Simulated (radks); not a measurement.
Results of a calculation; reference values are marked as such.
Question: These are the eigenvalues of the occupied orbitals of an atom or ion with whole-number occupations (eV). Code: a radial shooting solver on a logarithmic mesh with Libxc functionals. Model: non-relativistic Kohn-Sham, LB94 model potential, spin-polarised, spherical densities, point nucleus.

1s up: -56877.61
1s down: -56877.60
2s up: -10553.56
2s down: -10552.68
2p up: -10164.82
2p down: -10163.27
3s down: -3535.343
3s up: -3535.335
3p up: -3359.175
3p down: -3358.892
3d up: -3035.070
3d down: -3034.663
4s up: -1707.514
4s down: -1704.488
4p up: -1632.742

Which element is it, and in what charge state? The configuration may be excited. Open shells, if any, are filled with parallel spins first.

Answer: Z = 69, thulium, charge +37: Tm37+ in [Ar] 3d10 4s2 4p2. The list shows which subshells hold electrons but not how many an open one holds; the 1s level, -2090.2 hartree, gives Z - s = 64.7 by -(Z - s)^2/2, which with screening narrows Z to a few neighbours, and the depths of the outer levels then fix element, charge and occupations together.
